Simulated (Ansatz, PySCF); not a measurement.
Process, species as SMILES: C1CN2CCN1CC2 [1,4-diazabicyclo[2.2.2]octane] + 6 C (CH4) + 4 N (NH3) -> 3 CC (C2H6) [ethane] + 6 CN (CH5N)
Geometries: B3LYP-D3(BJ)/def2-TZVP minima from Ansatz (a quantum-chemistry and plane-wave program), one conformer each, not searched for the lowest. Frequencies are from Ansatz or PySCF.
Geometry of the first species:
SMILES: N12CCN(CC1)CC2
```xyz
20

C      0.6315     0.5526     1.3442
C      0.2206     1.5535     0.2212
N     -0.3373     0.8217    -0.9219
C     -1.5102     0.0611    -0.4757
C     -1.0994    -0.9398     0.6473
N      0.3373    -0.8217     0.9219
C      1.0842    -1.1141    -0.3069
C      0.6733    -0.1132    -1.4299
H      0.0879     0.7483     2.2708
H      1.6984     0.6197     1.5671
H      1.0776     2.1322    -0.1299
H     -0.5329     2.2608     0.5739
H     -2.2620     0.7699    -0.1223
H     -1.9281    -0.4593    -1.3401
H     -1.6412    -0.7425     1.5746
H     -1.3073    -1.9718     0.3569
H      2.1506    -1.0452    -0.0823
H      0.8740    -2.1459    -0.5963
H      0.2532    -0.6334    -2.2932
H      1.5298     0.4672    -1.7793
```

Wanted: bond separation energy (enthalpy at 298 K, with B3LYP-D3(BJ) rigid-rotor harmonic-oscillator terms), in kJ/mol. Cores are frozen in the correlated levels unless marked. Spin-orbit coupling is left out. No relativistic terms. CBS marks a two-point X^-3 extrapolation of the correlation energy; Hartree-Fock from the larger set. The bracket is a focal-point correction in the basis named.

RI-MP2/CBS(cc-pVTZ,cc-pVQZ)+[CCSD(T)-MP2]/cc-pVTZ (Ansatz) gives 146.9 kJ/mol.

**Question.** Another calculation gave 105.5 kJ/mol. Which level was it?
(A) wB97M-V/def2-TZVPD (Ansatz)
(B) B3LYP/def2-TZVPD (Ansatz)
(C) r2SCAN0/def2-TZVPD (Ansatz)
(D) revPBE/def2-TZVPD (Ansatz)

**Answer.** D, revPBE/def2-TZVPD (Ansatz). The others give 134.7 (wB97M-V), 93.8 (B3LYP), 122.8 (r2SCAN0) kJ/mol.
